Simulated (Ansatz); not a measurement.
Geometry optimisation, RKS PBE-D4/6-31G* (Ansatz).

Input:

```yaml
crystal:
  periodic: [false, false, false]
  atoms:
    - { symbol: B, position_ang: [0.0, 0.0, 0.0] }
    - { symbol: Cl, position_ang: [0.0, 0.0, 2.21] }
    - { symbol: F, position_ang: [1.1431, 0.0, -0.66] }
    - { symbol: F, position_ang: [-1.1431, 0.0, -0.66] }
    - { symbol: S, position_ang: [0.0915, -2.0763, 0.6906] }
    - { symbol: H, position_ang: [-0.666, -2.8867, -0.1635] }
    - { symbol: H, position_ang: [0.0567, -1.2859, 1.8263] }
basis:
  gaussian: { orbitals: "6-31G*" }
hamiltonian:
  xc: pbe
  dispersion: d4
relax:
  f_tol: 0.15
  max_steps: 25
  restrain:
    - { distance: [0, 4], at: 1.89, k: 30.0 }
    - { distance: [6, 1], at: 1.37, k: 30.0 }
    - { distance: [0, 1], at: 3.06, k: 30.0 }
    - { distance: [6, 4], at: 2.6, k: 30.0 }
output:
  orbitals: {}
```

Launched with:

```bash
$ ansatz run input.yaml --threads 2 --pin off --max-ram 3072MiB --backend cpu --events-out ev --progress --plain --runs-dir out
```

Question: Where does it end, and by what steps?

Answer: The run converged. The restraints hold the end off the free minimum. After 8 steps the energy has fallen by 3.540 eV (the restraints' own energy left out); S5 moved furthest, 0.77 Å. Parted: S5–H7 (1.38 → 2.60 Å).

| step | energy less start (eV) | largest force component (eV/Å) | accepted |
| --- | --- | --- | --- |
| 0 | 0.0000 | 6.411 | yes |
| 1 | -1.5790 | 4.549 | yes |
| 2 | -2.2991 | 4.205 | yes |
| 3 | -3.1207 | 2.007 | yes |
| 4 | -3.3732 | 1.321 | yes |
| 5 | -3.4019 | 1.278 | yes |
| 6 | -3.5097 | 1.021 | yes |
| 7 | -3.5217 | 0.978 | yes |
| 8 | -3.5397 | 0.819 | yes |

```xyz
7
Properties=species:S:1:pos:R:3
B 0.072 -0.531 -0.400
Cl -0.084 0.209 2.572
F 1.131 0.266 -0.470
F -1.138 -0.081 -0.701
S 0.353 -2.336 0.016
H -0.961 -2.690 -0.057
H 0.109 -1.086 2.283
```

Run time: 16 s on 2 threads of Arm Neoverse V1 (shared host), peak memory 0.14 GiB.
